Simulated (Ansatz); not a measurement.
Ansatz (an electronic-structure program) input (PBE0/def2-TZVP):

Ansatz 0.2 input:
```yaml
crystal:
  periodic: [false, false, false]
  atoms:
    - {symbol: C, position_ang: [-2.35229066, 0.15152408, -0.52193660]}
    - {symbol: C, position_ang: [-1.81991150, -0.45058416, 0.59518692]}
    - {symbol: C, position_ang: [-0.46955018, -0.54387159, 0.90590064]}
    - {symbol: Ge, position_ang: [0.98593399, 0.16089782, -0.17605235]}
    - {symbol: H, position_ang: [-3.41972004, 0.18037773, -0.68857412]}
    - {symbol: H, position_ang: [-1.72457348, 0.61648988, -1.27184308]}
    - {symbol: H, position_ang: [-2.52363346, -0.89285884, 1.29692071]}
    - {symbol: H, position_ang: [-0.19963793, -1.05004204, 1.82574228]}
    - {symbol: H, position_ang: [2.31583516, -0.15670540, 0.52709510]}
    - {symbol: H, position_ang: [0.85947140, 1.68694035, -0.35078132]}
    - {symbol: H, position_ang: [0.99288465, -0.47534203, -1.57978998]}
basis:
  gaussian:
    orbitals: def2-TZVP
hamiltonian:
  xc: {name: PBE0}
magnetization: {spin_polarized: true, initial_magnetization: 1}
```

End of the output:

```
integrals: 0.10 GiB planned
1249 factors; their error is unknown
0.29 GiB of the device are held for the grids
1.03 GiB of device memory are held for the factors and their scratch space
mean field: 0.94 GiB planned
mean field evaluation 1: about -59724.1473 eV, gradient 3.8e1 eV
mean field evaluation 2: about -59720.5350 eV, gradient 4.6e1 eV
mean field evaluation 4: about -59731.0355 eV, gradient 3.2e0 eV
mean field evaluation 8: about -59731.0906 eV, gradient 2.0e-1 eV
mean field evaluation 16: about -59731.3535 eV, gradient 5.2e-4 eV
mean field -59731.35353320 eV, -2195.0867549797 hartree, gradient 6.7e-5 eV, S^2 0.788014; 0 other end points of the search recorded, 0 dependent functions left out
reference -59731.35356518 eV, -2195.0867561548 hartree; 29, 28 occupied and 154, 155 virtual orbitals, 1249 factors
Total energy: -59731.35356518 eV, -2195.0867561548 hartree
```

It need not be the lowest isomer of its formula.
